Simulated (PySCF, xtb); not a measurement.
CrF4, SMILES [F][Cr]([F])([F])[F] (connectivity only; charge and spin as stated), neutral, multiplicity 3.

Harmonic wavenumbers (cm⁻¹) from GFN2-xTB run with xtb at its own minimum, in rising order: 41, 91, 125, 144, 215, 477, 506, 529, 596.

Problem. What does r2SCAN-D4/def2-SVP (PySCF 2.14.0) give at its own minimum? (An estimate is asked for; the answer gives what the named calculation found.)

Solution. 194, 194, 194, 198, 198, 730, 811, 811, 811. Paired by order, the mean absolute difference is 161 cm⁻¹ and the zero-point energies are 3.9 and 5.9 kcal/mol.
